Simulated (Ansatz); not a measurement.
CH$_{7}$GaOSi, relaxed with RKS PBE0-D4/def2-TZVP in Ansatz from a PBE-D4/def2-SVP geometry. The force threshold is 0.005 eV/Å; the program also tests the step.

The species carries charge 0 and has multiplicity 1. The bonds changed during the relaxation, so this is another structure than the one it started from.

Start:

```xyz
11

C     1.349   -0.082   -0.424
Si   -0.252    0.840   -0.794
Ga   -1.627   -0.134    2.688
O    -0.963   -1.424    1.557
H     2.133    0.613   -0.062
H     1.729   -0.593   -1.331
H     1.142   -0.838    0.358
H    -1.335   -0.103   -1.256
H    -0.061    1.875   -1.873
H    -0.771    1.559    0.429
H    -1.344   -1.714    0.708
```

```tsv
step	energy (eV)	largest force (eV/Å)	largest move (Å)
1	-63442.5051	0.558	0.000
2	-63442.5402	0.345	0.191
3	-63442.5428	0.366	0.070
4 (rejected)	-63442.5396	0.153	0.088
5	-63442.5462	0.098	0.043
6	-63442.5465	0.073	0.018
7	-63442.5467	0.003	0.015
8	-63442.5468	0.005	0.012
9	-63442.5468	0.016	0.023
10	-63442.5468	0.021	0.015
11	-63442.5469	0.024	0.019
14	-63442.5469	0.031	0.010
17	-63442.5470	0.007	0.007
20	-63442.5472	0.018	0.015
23	-63442.5473	0.035	0.036
26	-63442.5474	0.016	0.014
29 (rejected)	-63442.5476	0.154	0.052
32	-63442.5483	0.096	0.047
35	-63442.5490	0.039	0.035
38	-63442.5503	0.158	0.053
41	-63442.5520	0.072	0.073
44	-63442.5523	0.010	0.019
47	-63442.5526	0.023	0.011
50	-63442.5527	0.005	0.007
51	-63442.5527	0.002	0.006
```

End:

```xyz
11

C     1.347   -0.088   -0.528
Si   -0.198    0.912   -0.822
Ga   -1.942   -0.022    2.374
O    -1.027   -1.322    1.476
H     2.134    0.530   -0.088
H     1.724   -0.503   -1.465
H     1.113   -0.905    0.157
H    -1.274    0.113   -1.462
H     0.079    2.094   -1.686
H    -0.739    1.449    0.468
H    -1.217   -2.257    1.577
```

Run time 3.3 min (4 threads of an Arm Neoverse V1 on a shared host); peak host memory 0.51 GiB.
